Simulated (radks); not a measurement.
Initial-state core-level shifts of the sulfur ion S+ when its valence configuration changes from [Ne] 3s2 3p3. Calculated with a radial shooting solver on a logarithmic mesh with Libxc functionals: non-relativistic Kohn-Sham, PBE, spin-unpolarised, spherical densities, point nucleus. Shifts are changes of the shell-averaged eigenvalues in eV (positive: less bound); the change of the density at the nucleus, which sets a Mossbauer isomer shift, is in e/bohr^3, on a base of 2676.

valence          1s      2s      2p  density at nucleus
3s1 3p4      -1.375  -1.360  -1.345             -9.3589
3s1.5 3p3.5  -0.696  -0.688  -0.680             -4.6418
3p5          -2.685  -2.665  -2.632            -19.0067
3s0.5 3p4.5  -2.038  -2.019  -1.995            -14.1482
